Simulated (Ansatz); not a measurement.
Gas-phase electronic energies from Ansatz, PBE0-D4/def2-TZVP geometries. CCSD(T)/CBS adds triple-zeta CCSD(T) − MP2 to the extrapolated MP2 energy (def2 sets, frozen cores). This one scheme is used for every species. DFT in def2-TZVPP. B3LYP here is the variant with VWN-RPA as its local correlation; programs differ in this. HSE06 is defined as in plane-wave codes. Each species was taken in one conformer, which may not be the lowest.

Consider the ligand exchange at the Si–O bond: `O[Si](F)([SiH3])Cl` + H–F → `F[Si](F)([SiH3])Cl` + H₂O.

`O[Si](F)([SiH3])Cl`:

Cartesian coordinates in Å:
```
O -1.316 -1.400 0.237
Si -0.078 -0.459 0.706
F 1.137 -1.364 1.201
Si 0.572 0.899 -1.071
Cl -0.621 0.653 2.344
H -1.818 -1.888 0.894
H -0.563 1.783 -1.436
H 1.732 1.720 -0.641
H 0.954 0.057 -2.234
```

H–F:

Cartesian coordinates in Å:
```
F -0.385 -0.063 0.244
H 0.385 0.063 -0.244
```

`F[Si](F)([SiH3])Cl`:

```xyz
8

F    -1.416    1.735    0.270
Si   -0.025    1.095   -0.141
F     1.082    1.848    0.708
Si    0.009   -1.200    0.260
Cl    0.300    1.529   -2.101
H    -1.056   -1.831   -0.559
H    -0.233   -1.455    1.702
H     1.339   -1.723   -0.139
```

H₂O:

Cartesian coordinates in Å:
```
O 0.177 -0.230 0.259
H 0.008 0.712 0.333
H -0.185 -0.482 -0.592
```

| level | ΔE (kcal/mol) | difference from CCSD(T)/CBS |
| --- | --- | --- |
| PBE-D4 | -8.1 | 0.2 |
| revPBE-D4 | -7.7 | 0.6 |
| BLYP-D4 | -8.6 | -0.3 |
| r2SCAN-D4 | -8.8 | -0.5 |
| B97M-V | -9.5 | -1.2 |
| PBE0-D4 | -7.8 | 0.5 |
| B3LYP-D4 | -8.4 | -0.1 |
| r2SCANh-D4 | -8.6 | -0.3 |
| r2SCAN0-D4 | -8.3 | 0.0 |
| HSE06-D4 | -7.7 | 0.6 |
| BHLYP-D4 | -8.4 | -0.1 |
| CAM-B3LYP-D4 | -8.6 | -0.3 |
| ωB97X-V | -8.4 | -0.1 |
| ωB97M-V | -8.4 | -0.1 |
| B2PLYP | -8.7 | -0.4 |
| PBE-QIDH | -7.7 | 0.6 |
| PBE | -8.6 | -0.3 |
| revPBE | -9.0 | -0.7 |
| BLYP | -9.7 | -1.4 |
| PBE0 | -8.2 | 0.1 |
| B3LYP | -9.2 | -0.9 |
| r2SCANh | -8.7 | -0.4 |
| r2SCAN0 | -8.5 | -0.2 |
| HSE06 | -8.2 | 0.1 |
| BHLYP | -9.1 | -0.8 |
| CAM-B3LYP | -9.0 | -0.7 |
| LC-ωPBE | -8.3 | 0.0 |
| RPA@PBE/def2-TZVPP | -8.5 | -0.2 |
| HF/def2-SVP | -7.7 | 0.6 |
| MP2/def2-SVP | -7.1 | 1.2 |
| CCSD/def2-SVP | -7.7 | 0.6 |
| CCSD(T)/def2-SVP | -7.6 | 0.7 |
| HF/def2-TZVPP | -9.3 | -1.0 |
| MP2/def2-TZVPP | -7.5 | 0.8 |
| SCS-MP2/def2-TZVPP | -8.1 | 0.2 |
| HF/def2-QZVPP | -9.8 | -1.5 |
| MP2/def2-QZVPP | -7.8 | 0.5 |
| HF/CBS(def2) | -9.9 | -1.6 |
| MP2/CBS(def2) | -7.8 | 0.5 |
| CCSD/CBS(def2) | -8.5 | -0.2 |
| CCSD(T)/CBS | -8.3 | 0 |

**Question.** What do rigid-rotor, harmonic-oscillator terms from PBE0-D4/def2-TZVP frequencies (298.15 K, 1 bar) make of the CCSD(T)/CBS value? (Best estimate.)

**Answer.** Computed: ΔZPE = +0.5 kcal/mol, ΔH = -7.8 kcal/mol, ΔS = 6 J/(mol·K), ΔG = -8.2 kcal/mol.

Largest T1 diagnostic among the species: 0.012.

In def2-TZVPP, CCSD(T) changes the Hartree–Fock value by +1.3 kcal/mol (the triples alone add +0.2 kcal/mol) and MP2 by +1.8 kcal/mol. Leaving LDA and LC-ωPBE aside and taking each functional with its dispersion term where it has one, the values spread over 1.8 kcal/mol, from B97M-V to revPBE-D4. LDA lies +1.3 kcal/mol from PBE without D4.
